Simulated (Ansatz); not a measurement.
Geometry optimisation, Ansatz, RKS PBE-D4/STO-3G.

Input:

```yaml
crystal:
  periodic: [false, false, false]
  atoms:
    - { symbol: "N", position_ang: [-0.6534, -2.0662, -0.036] }
    - { symbol: C, position_ang: [0.2422, -1.2863, 0.7974] }
    - { symbol: C, position_ang: [1.1293, -0.4136, -0.1437] }
    - { symbol: C, position_ang: [0.5497, 0.9877, 0.0911] }
    - { symbol: Si, position_ang: [-0.6464, 1.5728, -1.3669] }
    - { symbol: Si, position_ang: [-0.3557, 0.3097, 1.6537] }
    - { symbol: H, position_ang: [-1.1917, -1.4661, -0.7276] }
    - { symbol: H, position_ang: [-0.2373, -2.7672, -0.5812] }
    - { symbol: H, position_ang: [0.8066, -1.9237, 1.5155] }
    - { symbol: H, position_ang: [1.2382, -0.7502, -1.1508] }
    - { symbol: H, position_ang: [2.1974, -0.4093, 0.2442] }
    - { symbol: H, position_ang: [1.2143, 1.7765, 0.3466] }
    - { symbol: H, position_ang: [-1.4562, 2.8147, -0.9575] }
    - { symbol: H, position_ang: [-1.6258, 0.526, -1.7377] }
    - { symbol: H, position_ang: [0.1884, 1.9061, -2.5215] }
    - { symbol: H, position_ang: [-1.8213, 0.5255, 1.7219] }
    - { symbol: H, position_ang: [0.4028, 0.6632, 2.8927] }
basis:
  gaussian: { orbitals: STO-3G }
hamiltonian:
  xc: pbe
  dispersion: d4
relax:
  f_tol: 0.015
  max_steps: 40
output:
  orbitals: {}
```

Command:

```bash
$ ansatz run input.yaml --threads 1 --pin off --max-ram 2048MiB --backend cpu --events-out ev --progress --plain --runs-dir out
```

**Question.** Where does it end, and by what steps?

**Answer.** It converged. The force dipped under the threshold on the way, but the program's further checks kept it going. Limits of this set-up: minimal basis. After 24 steps the energy has fallen by 1.080 eV; H7 moved furthest, 1.23 Å.

| step | energy less start (eV) | largest force component (eV/Å) | accepted |
| --- | --- | --- | --- |
| 0 | 0.0000 | 4.637 | yes |
| 1 | -0.9020 | 1.003 | yes |
| 2 | -1.0016 | 0.491 | yes |
| 3 | -1.0241 | 0.370 | yes |
| 4 | -1.0266 | 0.390 | yes |
| 5 | -1.0302 | 0.165 | yes |
| 6 | -1.0329 | 0.069 | yes |
| 7 | -1.0340 | 0.051 | yes |
| 8 | -1.0341 | 0.074 | yes |
| 9 | -1.0349 | 0.019 | yes |
| 10 | -1.0355 | 0.035 | yes |
| 11 | -1.0362 | 0.111 | yes |
| 12 | -1.0368 | 0.108 | yes |
| 13 | -1.0372 | 0.302 | yes |
| 14 | -1.0416 | 0.210 | yes |
| 15 | -1.0510 | 0.069 | yes |
| 16 | -1.0609 | 0.223 | yes |
| 17 | -1.0563 | 0.513 | no |
| 18 | -1.0472 | 0.280 | no |
| 19 | -1.0681 | 0.032 | yes |
| 20 | -1.0732 | 0.014 | yes |
| 21 | -1.0777 | 0.138 | yes |
| 22 | -1.0793 | 0.068 | yes |
| 23 | -1.0799 | 0.018 | yes |
| 24 | -1.0799 | 0.006 | yes |

```xyz
17
Properties=species:S:1:pos:R:3
N -0.307 -2.642 0.707
C 0.374 -1.293 0.833
C 0.780 -0.474 -0.482
C 0.407 0.991 0.005
Si -0.355 2.129 -1.281
Si -0.627 0.225 1.399
H -1.044 -2.492 -0.057
H 0.405 -3.246 0.178
H 1.275 -1.442 1.465
H 0.128 -0.791 -1.324
H 1.834 -0.601 -0.805
H 1.311 1.464 0.431
H -0.780 3.378 -0.666
H -1.518 1.489 -1.878
H 0.594 2.438 -2.342
H -2.051 0.136 1.100
H -0.446 0.729 2.757
```

The run took 97 s on 1 thread of Arm Neoverse V2, on a shared host, peak memory 0.14 GiB.
